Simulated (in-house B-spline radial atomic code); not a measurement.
Successive ionisation energies of gadolinium; each step leads to the configuration of the next row (after the last: [Ar] 3d2). NIST's values go from ground level to ground level; the uncertainty of those that are theory runs from under 0.1 % in few-electron ions to several per cent in heavy many-electron ones. Computed with a B-spline radial code for spherical atoms: non-relativistic Hartree-Fock, average of the configuration, point nuclei.

This level leaves out relativity, spin-orbit splitting included, which matters for heavy ions.

| ion | configuration | ionisation energy (eV) | tabulated value (eV) | tabulated kind | computed minus tabulated (eV) | highest orbital | largest mean radius (bohr) |
| --- | --- | --- | --- | --- | --- | --- | --- |
| Gd25+ | [Kr] 4d3 | 848.6 | 851 | tabulated theory | -2 | 4d | 0.54283 |
| Gd26+ | [Kr] 4d2 | 890.9 | 895 | tabulated theory | -4 | 4d | 0.53893 |
| Gd27+ | [Kr] 4d1 | ? | ? | tabulated theory | ? | ? | ? |
| Gd28+ | [Ar] 3d10 4s2 4p6 | 1093.8 | 1100 | tabulated theory | -6 | 4p | 0.53128 |
| Gd29+ | [Ar] 3d10 4s2 4p5 | 1136.8 | 1142 | tabulated theory | -5 | 4p | 0.52719 |
| Gd30+ | [Ar] 3d10 4s2 4p4 | 1180.2 | 1189 | tabulated theory | -9 | 4p | 0.52349 |
| Gd31+ | [Ar] 3d10 4s2 4p3 | ? | ? | tabulated theory | ? | ? | ? |
| Gd32+ | [Ar] 3d10 4s2 4p2 | 1268.5 | 1321 | tabulated theory | -52 | 4p | 0.51716 |
| Gd33+ | [Ar] 3d10 4s2 4p1 | 1313.4 | 1368 | tabulated theory | -55 | 4p | 0.51429 |
| Gd34+ | [Ar] 3d10 4s2 | 1417.2 | 1481 | tabulated theory | -64 | 4s | 0.51146 |
| Gd35+ | [Ar] 3d10 4s1 | 1464.7 | 1532.3 | semi-empirical | -68 | 4s | 0.50808 |
| Gd36+ | [Ar] 3d10 | 2636.9 | 2621 | tabulated theory | 16 | 3d | 0.25431 |
| Gd37+ | [Ar] 3d9 | 2741.3 | 2720 | tabulated theory | 21 | 3d | 0.2528 |
| Gd38+ | [Ar] 3d8 | ? | ? | tabulated theory | ? | ? | ? |
| Gd39+ | [Ar] 3d7 | 2954.9 | 2941 | tabulated theory | 14 | 3d | 0.24982 |
| Gd40+ | [Ar] 3d6 | 3063.9 | 3050 | tabulated theory | 14 | 3d | 0.24835 |
| Gd41+ | [Ar] 3d5 | 3174.5 | 3160 | tabulated theory | 14 | 3d | 0.24688 |
| Gd42+ | [Ar] 3d4 | 3286.5 | 3312 | tabulated theory | -25 | 3d | 0.24543 |
| Gd43+ | [Ar] 3d3 | 3400.1 | 3424 | tabulated theory | -24 | 3d | 0.24399 |

Task: Fill in the row of Gd27+.

Result: ionisation energy (eV): 933.8; tabulated value (eV): 937; computed minus tabulated (eV): -3; highest orbital: 4d; largest mean radius (bohr): 0.53508.

Task: Fill in the row of Gd31+.

Result: ionisation energy (eV): 1224.2; tabulated value (eV): 1233; computed minus tabulated (eV): -9; highest orbital: 4p; largest mean radius (bohr): 0.52007.

Task: Fill in the row of Gd38+.

Result: ionisation energy (eV): 2847.4; tabulated value (eV): 2827; computed minus tabulated (eV): 20; highest orbital: 3d; largest mean radius (bohr): 0.25131.

Task: Where is the largest jump?

Result: From Gd35+ to Gd36+, by a factor of 1.80 (1464.7 to 2636.9 eV); the highest orbital goes from 4s to 3d.
